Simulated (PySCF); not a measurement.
Geometry:
```tsv
atom	x (Å)	y (Å)	z (Å)
C1	2.918	0.496	-0.079
C2	2.283	-0.761	-0.593
S3	3.164	-1.950	-1.276
C4	0.797	-0.901	-0.409
C5	0.432	-1.115	1.097
B6	-0.671	0.027	1.446
N7	-1.252	0.347	-0.062
C8	-2.182	-0.711	-0.490
C9	-1.920	1.650	-0.136
C10	-0.008	0.320	-0.869
H11	2.419	0.864	0.832
H12	3.988	0.343	0.108
H13	2.827	1.290	-0.842
H14	0.496	-1.779	-0.998
H15	1.322	-1.017	1.737
H16	0.089	-2.154	1.227
H17	-0.158	1.088	1.799
H18	-1.620	-0.287	2.154
H19	-2.483	-0.559	-1.539
H20	-1.702	-1.690	-0.386
H21	-3.065	-0.688	0.159
H22	-1.221	2.428	0.194
H23	-2.261	1.858	-1.163
H24	-2.782	1.646	0.544
H25	0.524	1.252	-0.640
H26	-0.243	0.309	-1.946
```

Geometry: PBE0-D3(BJ)/def2-SVP; GIAO shifts from PySCF 2.14, gas phase, non-relativistic, averaged over equivalent atoms.

At HF/pcSseg-1 (257 basis functions, 25 s wall time on 1 thread of an Intel Xeon 6975P-C, shared host):
```json
{"atoms": "C2", "δ (ppm)": "291.8"}
{"atoms": "C10", "δ (ppm)": "59.2"}
{"atoms": "C4", "δ (ppm)": "55.8"}
{"atoms": "C9", "δ (ppm)": "47.1"}
{"atoms": "C8", "δ (ppm)": "43.5"}
{"atoms": "C1", "δ (ppm)": "33.7"}
{"atoms": "C5", "δ (ppm)": "19.1"}
{"atoms": "S3", "δ (ppm)": "796.9"}
{"atoms": "B6", "δ (ppm)": "-2.8"}
{"atoms": "N7", "δ (ppm)": "47.5"}
{"atoms": "H14", "δ (ppm)": "3.37"}
{"atoms": "H11/H12/H13", "δ (ppm)": "2.78"}
{"atoms": "H25", "δ (ppm)": "2.55"}
{"atoms": "H22/H23/H24", "δ (ppm)": "2.41"}
{"atoms": "H19/H20/H21", "δ (ppm)": "2.22"}
{"atoms": "H18", "δ (ppm)": "2.18"}
{"atoms": "H26", "δ (ppm)": "1.97"}
{"atoms": "H17", "δ (ppm)": "1.96"}
{"atoms": "H16", "δ (ppm)": "1.09"}
{"atoms": "H15", "δ (ppm)": "0.41"}
```

δ = σ(ref) − σ, references computed at the same level: 13C (190.85 ppm), 1H (31.69 ppm) vs TMS; 33S (513.52 ppm) against CS2; BF3·OEt2 for 11B (115.29 ppm); NH3 for 15N (265.72 ppm).

What do these become at PBE0/pcSseg-1?

Results:


```json
{"atoms": "C2", "δ at PBE0/pcSseg-1": "275.1", "change": "-16.7"}
{"atoms": "C10", "δ at PBE0/pcSseg-1": "68.6", "change": "+9.4"}
{"atoms": "C4", "δ at PBE0/pcSseg-1": "66.0", "change": "+10.2"}
{"atoms": "C9", "δ at PBE0/pcSseg-1": "51.9", "change": "+4.8"}
{"atoms": "C8", "δ at PBE0/pcSseg-1": "48.0", "change": "+4.5"}
{"atoms": "C1", "δ at PBE0/pcSseg-1": "36.7", "change": "+3.0"}
{"atoms": "C5", "δ at PBE0/pcSseg-1": "26.6", "change": "+7.5"}
{"atoms": "S3", "δ at PBE0/pcSseg-1": "946.2", "change": "+149.3"}
{"atoms": "B6", "δ at PBE0/pcSseg-1": "-6.3", "change": "-3.5"}
{"atoms": "N7", "δ at PBE0/pcSseg-1": "73.9", "change": "+26.4"}
{"atoms": "H14", "δ at PBE0/pcSseg-1": "3.70", "change": "+0.33"}
{"atoms": "H11/H12/H13", "δ at PBE0/pcSseg-1": "2.91", "change": "+0.13"}
{"atoms": "H25", "δ at PBE0/pcSseg-1": "3.02", "change": "+0.47"}
{"atoms": "H22/H23/H24", "δ at PBE0/pcSseg-1": "2.59", "change": "+0.18"}
{"atoms": "H19/H20/H21", "δ at PBE0/pcSseg-1": "2.36", "change": "+0.14"}
{"atoms": "H18", "δ at PBE0/pcSseg-1": "2.52", "change": "+0.34"}
{"atoms": "H26", "δ at PBE0/pcSseg-1": "2.25", "change": "+0.28"}
{"atoms": "H17", "δ at PBE0/pcSseg-1": "2.44", "change": "+0.48"}
{"atoms": "H16", "δ at PBE0/pcSseg-1": "1.46", "change": "+0.37"}
{"atoms": "H15", "δ at PBE0/pcSseg-1": "0.96", "change": "+0.55"}
```

Referencing at the same level of theory: TMS for 13C (σ = 184.41 ppm), 1H (σ = 31.27 ppm); 33S (σ = 495.66 ppm) against CS2; 11B (σ = 100.73 ppm) vs BF3·OEt2; 15N (σ = 265.67 ppm) vs NH3.

The largest change is at S3 (thione sulfur). Cost: 257 basis functions, 60 s wall time on 1 thread of an Intel Xeon 6975P-C, shared host. The order of the carbon signals is the same at both levels.

A carbon bonded to boron is broadened by the quadrupolar boron nucleus and is often missing from a measured spectrum. Experimental scales use liquid or dissolved standards, which lie at an offset from isolated NH3 (liquid NH3: subtract about 20 ppm).
